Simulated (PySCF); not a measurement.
C2H3ClN2Si, SMILES Cl[SiH]1N=CC=N1.

Geometry: PBE0-D3(BJ)/def2-SVP. This is a generated structure with no PubChem entry under its InChIKey; it may be hypothetical.

Two levels are set side by side: TDA-PBE/def2-SVPD (PySCF) and TDA-ωB97X/def2-SVPD (PySCF). Vertical, same geometry. The lowest singlet is HOMO→LUMO 100 % with PBE and HOMO→LUMO 94 % with the other functional; states are paired by order. Differences are taken from unrounded values.

```
quantity                               TDA-ωB97X
-------------------------------------  ---------
lowest singlet excitation (eV)              3.85
lowest triplet excitation (TDA) (eV)        3.25
first bright state (f over 0.05) (eV)       7.90
its oscillator strength                     0.18
```

What does TDA-PBE give, and how far is it from TDA-ωB97X? (An estimate is asked for; the answer gives what the named calculation found.)


```
quantity                               TDA-PBE  TDA-PBE minus TDA-ωB97X
-------------------------------------  -------  -----------------------
lowest singlet excitation (eV)            3.09                    -0.76
lowest triplet excitation (TDA) (eV)      2.56                    -0.69
first bright state (f over 0.05) (eV)     6.06                    -1.84
its oscillator strength                   0.08                    -0.10
```

Functionals without exact exchange tend to place singlet excitations lower, as here. Differences between two approximate levels are no errors against the true value.

Rough cost on one machine, each run with all the roots and properties that it gave: TDA-ωB97X against TDA-PBE about 5 times.
